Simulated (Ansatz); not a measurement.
Two isomers of H7OPSi2: A = `O[SiH]([SiH3])P`, B = `O[SiH2]P[SiH3]`.

Gas-phase electronic energies from Ansatz, PBE0-D4/def2-TZVP geometries. CBS: MP2 limit from def2 TZ/QZ plus the TZ coupled-cluster correction, frozen cores. Functionals use def2-TZVPP. B3LYP here is the variant with VWN-RPA as its local correlation; programs differ in this. Each species was taken in one conformer, which may not be the lowest.

**Question.** Which is lower in electronic energy at CCSD(T)/CBS, and by how much? (Estimate.)

**Answer.** Ansatz gave: B, by 30.6 kJ/mol.

**Question.** Give E(B) − E(A) in kJ/mol with ωB97M-V, PBE-D4, PBE0-D4, B3LYP-D4, B2PLYP, r2SCAN-D4, MP2/def2-TZVPP. (Estimate.)

**Answer.** The calculation gave: ωB97M-V -32.3, PBE-D4 -24.1, PBE0-D4 -26.6, B3LYP-D4 -26.8, B2PLYP -29.1, r2SCAN-D4 -29.3, MP2/def2-TZVPP -37.1. None reverses the order clearly.

Largest T1 diagnostic: 0.014.
